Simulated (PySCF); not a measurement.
Isomers of CH5BSi. Isolated molecules, 0 K electronic values unless said otherwise. One relaxed conformer stands for each flexible species; it need not be the lowest. Strings in code marks are SMILES.

Calculation: PBE-D3(BJ)/def2-TZVP // B3LYP-D3(BJ)/def2-TZVP (PySCF). 

```csv
species,HOMO (eV),HOMO–LUMO gap (eV)
`C=[SiH]B`,-6.05,2.22
`CB=[SiH2]`,-4.77,1.65
`[H]/B=C\[SiH3]`,-5.96,3.56
`B([SiH3])=C`,-5.68,2.79
```
